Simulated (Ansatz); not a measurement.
System: ethylsilane, C2H8Si, charge 0, multiplicity 1. 
Coordinates optimised at B3LYP-D3(BJ)/def2-TZVP (Ansatz, a program for electronic structure):
```xyz
11

C     -1.6917     0.4200     0.0435
C     -0.5724    -0.5409    -0.3764
Si     1.1433     0.0254     0.1477
H     -2.6708     0.0585    -0.2775
H     -1.7251     0.5412     1.1284
H     -1.5481     1.4115    -0.3913
H     -0.7490    -1.5347     0.0460
H     -0.5732    -0.6705    -1.4630
H      1.4545     1.3480    -0.4505
H      1.2128     0.1596     1.6246
H      2.1783    -0.9447    -0.2874
```
Charge 0, spin multiplicity 1.

Total electronic energies in hartree. Correlated levels leave the core frozen unless marked. No spin-orbit coupling. Non-relativistic. Basis-set limits of correlation are two-point, X^-3; Hartree-Fock from the larger set.

| level | program | energy (Eh) |
|---|---|---|
| HF/STO-3G | Ansatz | -365.08190 |
| HF/aug-cc-pV(T+d)Z | Ansatz | -369.36976 |
| HF/cc-pV(T+d)Z | Ansatz | -369.36892 |
| HF/aug-cc-pV(Q+d)Z | Ansatz | -369.37791 |
| BLYP-D3(BJ)/def2-TZVPD | Ansatz + dftd3 | [?] |
| revPBE-D4/def2-TZVPD | Ansatz + dftd4 | -370.48526 |
| PBE0/def2-SVP | Ansatz | -370.13678 |
| r2SCANh-D4/def2-TZVPD | Ansatz + dftd4 | -370.46733 |
| r2SCANh/def2-TZVPD | Ansatz | -370.46566 |
| r2SCAN0-D4/def2-TZVPD | Ansatz + dftd4 | -370.46338 |
| LC-wPBE-D3(BJ)/def2-TZVPD | Ansatz + dftd3 | -370.42449 |
| LC-wPBE/def2-TZVPD | Ansatz | -370.41790 |
| B2GP-PLYP-D4/def2-TZVPD | Ansatz + dftd4 | -370.28557 |
| B2GP-PLYP/def2-TZVPD | Ansatz | -370.28288 |
| MP2/cc-pV(T+d)Z | Ansatz | -369.86128 |
| MP2/cc-pVTZ | Ansatz | -369.85822 |
| MP2/aug-cc-pV(Q+d)Z | Ansatz | -369.90518 |
| RI-MP2/aug-cc-pV(T+d)Z | Ansatz | -369.87001 |
| RI-MP2/cc-pV(T+d)Z | Ansatz | -369.86108 |
| SCS-MP2/cc-pV(D+d)Z | Ansatz | -369.74535 |
| CCSD(T)/6-31G* | Ansatz | -369.70538 |
| CCSD(T)/CBS(aug-cc-pV(T+d)Z,aug-cc-pV(Q+d)Z) | Ansatz | -369.9839 |
| CCSD(T)/CBS(cc-pV(T+d)Z,cc-pV(Q+d)Z) | Ansatz | -369.9848 |

Q: Complete the blanks.

A: 
- BLYP-D3(BJ)/def2-TZVPD, energy (Eh): -370.50369
